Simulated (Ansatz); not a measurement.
InH2(CCH) (C₂H₃In) was relaxed with PBE-D4 (def2-TZVP) in Ansatz in these states: charge +1 doublet, neutral singlet. The geometries follow in no particular order.

In the def2 sets In takes a core potential; there is no spin–orbit coupling.

A:

```
atom   x (Å)   y (Å)   z (Å)
 In1   1.081  -0.413   0.386
  H2   2.715  -0.075  -0.176
  H3   1.526  -1.530   1.669
  C4  -0.725   0.274  -0.254
  C5  -1.819   0.691  -0.643
  H6  -2.777   1.054  -0.982
```

B:

```xyz
6

In    0.691   -1.178   -0.206
H     0.447   -2.428    0.956
H     1.708   -1.254   -1.596
C    -0.359    0.623    0.106
C    -0.974    1.662    0.291
H    -1.513    2.576    0.449
```

Task: Judge from the bond lengths which geometry belongs to which state (an estimate).

Result: A is the charge +1 doublet (In1–C4 2.036 Å, In1–H2 1.761 Å, In1–H3 1.758 Å); B is the neutral singlet (In1–C4 2.108 Å, In1–H2 1.724 Å, In1–H3 1.724 Å).
